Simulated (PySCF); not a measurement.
**[Pb(CH3)]+ relaxed at several levels**

Computed with PySCF 2.14.0, def2-SVP on the ligands, density fitting, scalar-relativistic core potentials, no spin-orbit coupling, vacuum. Each row is relaxed at its own level from the same template. Distances are means of the shortest metal–ligand contacts, charges and spins Mulliken's; removal energies are rigid, with the ligand's formal charge and no counterpoise, so too large; for an anion taken off a cation in vacuum most of it is the attraction of opposite charges, and multiply charged cations can part far more cheaply with an electron moved from ligand to metal.

```
level   basis on the metal  point group  M–CH3 (Å)  charge on M (e)  HOMO–LUMO gap (eV)  removal of one CH3 (eV)  strongest infrared band, degenerate modes summed (cm⁻¹)  unstable modes (below −25 cm⁻¹)
B3LYP  def2-SVP with ECP60          C3v      2.260             1.02                3.57                    17.31                                                     1383                                0
```

Problem. What does the calculation give for BP86, def2-SVP with ECP60?

Solution. point group: C3v, M–CH3 (Å): 2.259, charge on M (e): 1.01, HOMO–LUMO gap (eV): 2.28, removal of one CH3 (eV): 17.45, strongest infrared band, degenerate modes summed (cm⁻¹): 1328, unstable modes (below −25 cm⁻¹): 0.
```xyz
5

Pb    0.0000    0.0000   -0.0486
C     0.0000    0.0000    2.2101
H    -1.0454    0.0000    2.5926
H     0.5227   -0.9054    2.5926
H     0.5227    0.9054    2.5926
```

One start shape was tried for each, so a minimum needn't be the lowest isomer.
